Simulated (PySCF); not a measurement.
# Zr (zirconium, neutral) across methods

[Kr] 4d1 5s2 6s1, high-spin 3D determinant (an excited configuration). Calculation: PySCF 2.14, in aug-cc-pVTZ-PP with ECP28MDF; scalar relativity through the core potential.

| method | E (hartree) | mean ε 5s α (eV) | mean ε 5s β (eV) | mean ε 6s α (eV) | Σ⟨r²⟩ (bohr²) | ⟨S²⟩ |
| --- | --- | --- | --- | --- | --- | --- |
| wB97X | -46.5316 | -10.533 | -10.309 | -2.277 | 153.3 | 2.019 |
| wB97M-V | -46.4655 | -10.300 | -9.971 | -2.095 | 141.3 | 2.020 |
| r2SCAN | -46.5409 | -8.112 | -7.761 | -1.518 | 146.7 | 2.023 |
| PBE | -46.5410 | -7.998 | -7.581 | -1.511 | 142.6 | 2.011 |

(1) Estimate the same row for LDA.

Energies and moments cover only the electrons outside the core potential. The outer electron is Rydberg-like, and this basis confines it to a smaller radius and binds it less than a complete one would.

## Answers

(1) E (hartree) = -46.4060; mean ε 5s α (eV) = -8.129; mean ε 5s β (eV) = -7.707; mean ε 6s α (eV) = -1.534; Σ⟨r²⟩ (bohr²) = 141.7; ⟨S²⟩ = 2.007.
